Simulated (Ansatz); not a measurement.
InAs₂⁻. Charge -1, multiplicity 3. Geometry r2SCAN-D4/def2-TZVPD; atoms count from 1.

Cartesian coordinates in Å:
```
In -1.186 0.076 1.192
As 0.455 1.087 -0.804
As 0.731 -1.163 -0.387
```

In the def2 sets In takes a core potential; there is no spin–orbit coupling. The highest occupied level of the charge -1 triplet lies above zero (up to 0.08 eV). The electron is either unbound and held by the finite basis, or the level is raised by self-interaction error. At PBE0-D4/def2-TZVPD a singlet of charge -1 lies 0.36 eV below the triplet, each at its own geometry. The structure comes from a short search, and lower isomers may exist.

Estimate the Mulliken populations from the PBE0/def2-TZVPD orbitals of Ansatz.


```json
{"atom": "In1", "charge (e)": "-0.22", "spin (α − β)": "0.26"}
{"atom": "As2", "charge (e)": "-0.39", "spin (α − β)": "0.87"}
{"atom": "As3", "charge (e)": "-0.39", "spin (α − β)": "0.87"}
```
Mulliken values depend strongly on the basis. With diffuse functions, as here, like atoms can get unlike values, and bond orders can come out too low or too high.

Where does the spin sit?

Summed by element: In 0.26, As 1.74, of 2 unpaired in all. Largest on single atoms: As2 0.87, As3 0.87, In1 0.26.

And the Mayer bond orders between heavy atoms (over 0.3)?

In1–As2 1.03 (2.78 Å); In1–As3 1.03 (2.78 Å); As2–As3 1.66 (2.30 Å).
